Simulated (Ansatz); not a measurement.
A search over several starts for the lowest SCF solution of Ge2Te at the given spin, in a small basis.

```yaml
crystal:
  periodic: [false, false, false]
  atoms:
    - {symbol: Ge, position_ang: [1.548103, -0.024277, 0.393095]}
    - {symbol: Ge, position_ang: [-0.608376, 1.305690, -0.690499]}
    - {symbol: Te, position_ang: [-0.939726, -1.281413, 0.297404]}
basis:
  gaussian: {orbitals: def2-SVP, initial_orbitals: start.molden}
magnetization: {spin_polarized: true, initial_magnetization: 4}
hamiltonian: {xc: pbe0, dispersion: d4}
output: {orbitals: {seedname: orbitals}}
```

The file start.molden holds the orbitals of an earlier run on this structure, at another level or in another basis.

```sh
$ ansatz run in.yaml --threads 4 --pin off --events-out ev --progress --plain --max-ram 3916MiB
```

It prints (some lines left out):

```
Functional definition: PBE0
965 factors; integrals over basis functions are off by at most 6.8e-4 eV
mean field evaluation 1: about -120299.4916 eV, gradient 1.5e1 eV
mean field evaluation 2: about -120299.5575 eV, gradient 1.3e-1 eV
mean field evaluation 4: about -120299.5705 eV, gradient 2.6e-4 eV
mean field evaluation 8: about -120299.5705 eV, gradient 1.3e-5 eV
mean field evaluation 16: about -120299.3034 eV, gradient 1.1e-1 eV
mean field evaluation 32: about -120299.3170 eV, gradient 2.3e-5 eV
mean field -120299.57050794 eV, -4420.9276741893 hartree, gradient 1.5e-6 eV, S^2 6.011020; 4 other end points of the search recorded, 0 dependent functions left out
reference -120299.57053000 eV, -4420.9276749997 hartree; 46, 42 occupied and 44, 48 virtual orbitals, 965 factors
Total energy: -120299.69758274 eV, -4420.9323441020 hartree
```

Hardware: 4 threads of Intel Xeon Platinum 8488C on a shared host. Wall time 3.6 s.

Other converged states that the search met: 0.25 eV higher (⟨S²⟩ = 6.01).

In the def2 sets Te takes a core potential; there is no spin–orbit coupling. At PBE0-D4/def2-TZVP a singlet of charge 0 lies 2.97 eV below the quintet, each at its own geometry. The structure comes from a short search, and lower isomers may exist.
